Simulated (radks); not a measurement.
The numbers below are computed, except where a source is named.
Question: Valence configurations of Ag II (all share [Kr]). Code: a radial shooting solver on a logarithmic mesh with Libxc functionals. Model: scalar-relativistic Kohn-Sham, PBE, spin-polarised, spherical densities, finite nucleus; open shells are filled with parallel spins first (spin-orbit coupling, left out, can overturn this in heavy ions); Fermi nuclear charge, rms radius 4.5454 fm. Order these by energy: 4d10; 4d9.5 5p0.5; 4d9 5s1; 4d9 5p1; 4d8 5s1 5p1; 4d8 5s2; 4d8.5 5s1.5; 4d8 5p2; 4d7 5s1 5p2; 4d8.5 5s1 5p0.5.

Answer: From the lowest, in eV above it: 4d10 0.000; 4d9 5s1 4.862; 4d9.5 5p0.5 4.933; 4d8.5 5s1.5 8.360; 4d9 5p1 10.490; 4d8.5 5s1 5p0.5 10.682; 4d8 5s2 12.284; 4d8 5s1 5p1 17.165; 4d8 5p2 23.520; 4d7 5s1 5p2 32.149. NIST lists [Kr] 4d10 as the ground configuration; this level of theory agrees among the configurations tried. The energies are those of spherical high-spin densities, not of single terms.
